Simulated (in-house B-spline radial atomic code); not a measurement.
**Te V (Te4+): [He] 2s2 (2p1/2)2 (2p3/2)3 3s2 3p6 3d10 4s2 (4p1/2)2 (4p3/2)3 4d10 5s2 5p2 (with a hole in an inner shell)**

All numbers are computed (Dirac-Kohn-Sham B3LYP, spherical fractional occupations; Fermi nucleus of rms radius 4.7423 fm) with an all-electron radial atomic-structure program (B-spline basis), not measured.

Screening seen three ways: the hydrogenic charge with the same mean radius, Z_r = [3n² - l(l+1)]/(2<r>), the one with the same energy, Z_e = n√(-2ε), and Slater's rules. Values are occupation-weighted means over j. An effective charge above Z reflects the relativistic contraction of the inner shells.

```
shell  electrons   ε (eV)  <r> (bohr)    Z_r    Z_e  Slater
   1s          2   -31950      0.0278  53.96  48.46   51.70
   2s          2  -5057.1      0.1187  50.54  38.56   48.20
   2p          5    -4593      0.1034  48.37  36.75   48.20
   3s          2  -1080.7      0.3172  42.56  26.74   41.60
   3p          6   -920.3       0.314  39.81  24.67   41.60
   3d         10  -675.42      0.2886  36.39  21.14   31.85
   4s          2  -237.35      0.7421  32.34  16.71   25.60
   4p          5   -185.4      0.7867  29.24  14.77   25.60
   4d         10   -106.7      0.8912  23.56  11.20   14.85
   5s          2  -61.441       1.758  21.33  10.63    9.50
   5p          2  -46.807       1.992  18.33   9.27    9.50
```

The least bound orbital is 5p3/2 at -46.24 eV, and it is also the most diffuse (<r> = 2.012 bohr). The part-filled 2p shell lies below the filled 5s shell in orbital energy.

For the 1s electron the small component carries 3.66 % of the norm, the zero-frequency Breit interaction raises the level by 75.53 eV, self-energy by 43.92 eV, and vacuum polarisation lowers it by 5.967 eV.

Caution: exact exchange at fractional occupations of open shells leaves self-interaction of up to several eV.
